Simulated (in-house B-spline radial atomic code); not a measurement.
**O+: [He] 2s2 2p2 5g1 (an excited or competing configuration)**

Method: Dirac-Hartree-Fock, average of configuration, Fermi nucleus of rms radius 2.6991 fm. Calculated with a B-spline radial code for spherical atoms.

Z_r = [3n² - l(l+1)]/(2<r>); Z_e = n√(-2ε); the last column is Slater's effective charge. Values are occupation-weighted means over j.

```tsv
shell	electrons	ε (eV)	<r> (bohr)	Z_r	Z_e	Slater
1s	2	-604.37	0.198	7.58	6.66	7.70
2s	2	-65.496	1.032	5.81	4.39	5.25
2p	2	-52.09	0.9914	5.04	3.91	5.25
5g	1	-2.1769	13.75	2.00	2.00	-
```

The least bound orbital is 5g9/2 at -2.177 eV, and it is also the most diffuse (<r> = 13.75 bohr).

Spin-orbit splittings of the orbital energies (j = l + 1/2 above j = l - 1/2 when positive): 2p 0.04865 eV, 5g 4.634e-06 eV.

For the 1s electron the small component carries 0.078 % of the norm, the zero-frequency Breit interaction raises the level by 0.1783 eV, self-energy by 0.0647 eV, and vacuum polarisation lowers it by 0.003163 eV.
